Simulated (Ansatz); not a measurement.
Consider the atomization: `C[O][In][Cl]`• → C• + Cl• + 3 H• + In• + O•.

Gas-phase electronic energies from Ansatz, PBE0-D4/def2-TZVP geometries. CCSD(T)/CBS is the MP2 limit (def2-TZVPP, def2-QZVPP) plus CCSD(T) − MP2 in def2-TZVPP, frozen cores. This one scheme is used for every species, atoms too. For atomizations the MP2-based limit and the directly extrapolated one differ by several kJ/mol either way, and by 10 to 25 for some Ge, Se and Sn compounds, so smaller differences from it don't rank the levels. Functionals use def2-TZVPP. B3LYP here is the variant with VWN-RPA as its local correlation; programs differ in this. No spin–orbit coupling; open shells (•) take unrestricted orbitals. Spin–orbit coupling would lower the free atoms: a little for C, Cl, O; strongly for In. Elements past krypton have def2 core potentials. Bonds to In are less sure, by a few kJ/mol each and by 10 to 20 or more in all where they break to atoms, as the def2 sets lack core-valence functions. Each species was taken in one conformer, which may not be the lowest.

CCSD(T)/CBS gives +2240.5 kJ/mol.

Task: Another level gave +2226.2 kJ/mol. Which?
A. BHLYP/def2-TZVPP
B. CCSD/def2-TZVPP
C. B3LYP-D4/def2-TZVPP
D. BHLYP-D4/def2-TZVPP

Result: C. B3LYP-D4 2226.2, CCSD/def2-TZVPP 2126.6, BHLYP 2121.3, BHLYP-D4 2140.9 kJ/mol.

Largest T1 diagnostic among the species: 0.021.

From PBE to PBE0 (25 % exact exchange), in def2-TZVPP and without D4, ΔE moves by −61.8 kJ/mol: exact exchange takes away binding that semilocal exchange gives to molecules. Leaving LDA and LC-ωPBE aside and taking each functional with its dispersion term where it has one, the values, not all of them listed here, spread over 160.2 kJ/mol, from BHLYP-D4 to PBE-D4. LDA lies +321.3 kJ/mol from PBE without D4, its usual overbinding. The D4 term adds +22.0 kJ/mol with B3LYP and +11.4 kJ/mol with PBE0; it sums over pairs of atoms, weighted by their polarisabilities, and B3LYP, whose exchange is more repulsive, gets the larger term.
